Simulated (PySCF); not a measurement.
Calculation: PBE0-D4/def2-TZVP run with PySCF. Gas-phase values, no solvent. Excitations are Tamm–Dancoff values on a coarser integration grid. The basis has no diffuse functions, so Rydberg states are missing or too high.

Reference species (SMILES): `B=N` (neutral, multiplicity 1).

The S1 excitation (TDA) is 7.13 eV and the HOMO comes out as -8.57 eV. The hole reorganisation energy (four-point) comes out as 0.420 eV.

Changed species: `B=O`.

Question: Predict the effect on the S1 excitation (TDA), HOMO and hole reorganisation energy (four-point).

Answer: the S1 excitation (TDA) rises by 0.91 eV, to 8.04 eV; the HOMO drops by 1.86 eV, to -10.43 eV; the hole reorganisation energy (four-point) rises by 0.336 eV, to 0.756 eV.
